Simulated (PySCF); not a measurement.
**Electronic structure of Mn⁺ (manganese, charge +1) at the M06-L level**

Configuration: [Ar] 3d5 4s1, high-spin 7S determinant. All numbers are calculated (PySCF 2.14, no relativity, point nucleus, in cc-pVTZ (7s6p4d2f1g, 68 functions)).

```
Total energy                                     : -1150.681 hartree
One-electron energy                              : -1578.047 hartree
Hartree (Coulomb) energy                         : 479.262 hartree
Exchange-correlation energy                      : -51.896 hartree
Kinetic energy                                   : 1149.58116 hartree
⟨S²⟩                                             : 12.0009
⟨L²⟩                                             : 0.000
Sum of ⟨r⟩                                       : 17.85 bohr
Sum of ⟨r²⟩                                      : 25.36 bohr²
Density at the nucleus (Gaussians lack the cusp) : 10500 bohr⁻³
Spin density at the nucleus                      : 5.50 bohr⁻³
Langevin diamagnetic susceptibility              : -20.1 ×10⁻⁶ cm³/mol
Time after the integrals                         : 3.1 s of wall time on 1 thread of Neoverse-V1 (shared host)
```

| shell | electrons | mean orbital energy (eV) | rms radius, mean of both spins (bohr) |
| --- | --- | --- | --- |
| 1s α | 1 | -6402.8 | 0.0713 |
| 1s β | 1 | -6402.7 | 0.0713 |
| 2s α | 1 | -751.08 | 0.305 |
| 2s β | 1 | -748.03 | 0.305 |
| 2p α | 3 | -641.99 | 0.275 |
| 2p β | 3 | -639.74 | 0.275 |
| 3s α | 1 | -98.094 | 0.922 |
| 3s β | 1 | -90.851 | 0.922 |
| 3p α | 3 | -66.368 | 0.987 |
| 3p β | 3 | -59.268 | 0.987 |
| 3d α | 5 | -16.627 | 1.32 |
| 4s α | 1 | -12.190 | 2.91 |
